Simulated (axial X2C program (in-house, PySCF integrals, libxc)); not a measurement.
## Working with the constants of BeNb

A bond curve at the BLYP level, 2c, was computed with an axial X2C code built on PySCF integrals (basis Nb dyall-cv3z [11s12p9d5f3g], Be dyall-cv3z [8s8p3d1f] (cores contracted in-house)) for the state Ω = 1/2 (⟨Sz⟩ = 2.50, ⟨Lz⟩ = -2.00 at BLYP). Its fit gives Re = 2.4206 Å, ωe = 408.4 cm⁻¹, ωexe = 3.52 cm⁻¹ and αe = 3.816e-03 cm⁻¹; the masses are 92.9064 and 9.0122 u. Two-component means X2C with spin–orbit coupling and atomic mean-field Coulomb and Gaunt terms.

Q: Find the reduced mass, Be and the force constant.

A: From the BLYP values: μ = 8.2153 u. Be = 16.8576/(μ Re²) = 0.3502 cm⁻¹. k = 5.8918×10⁻⁷ μ ωe² = 0.807 mdyn/Å.

Q: A Morse curve ties αe to the other constants (Pekeris). How well does that hold?

A: αe(Morse) = 6Be²/ωe × (√(ωexe/Be) − 1) = 3.911e-03 cm⁻¹; the BLYP curve gives 3.816e-03 cm⁻¹, a ratio of 1.02.

Q: Where do the fundamental and the first overtone lie?

A: ν(1←0) = ωe − 2ωexe = 401.4 cm⁻¹; ν(2←0) = 2ωe − 6ωexe = 795.7 cm⁻¹.

Q: The dipole moment p changes by 0.32 D/Å at Re. What harmonic infrared intensity follows?

A: I = 42.256 × (dp/dR)²/μ = 0.53 km/mol.

Q: Estimate the centrifugal constant by the Kratzer relation.

A: D = 4Be³/ωe² = 1.03e-06 cm⁻¹.

The state is a single determinant with fixed occupations, the lowest that a limited PBE0 search found. Density functionals use the spin component along the axis (collinear). PBE0 can misorder states that lie within some tenths of an eV, so this need not be the ground state of the molecule. The nearest other 2c determinant of the search, Ω = 9/2, lies 0.11 eV up at the distance of the search. The functionals have no current-density term, which raises determinants with orbital currents, atoms included. With several unpaired electrons one determinant need not be a pure state. At some level and bond length an empty orbital lies below a filled one.
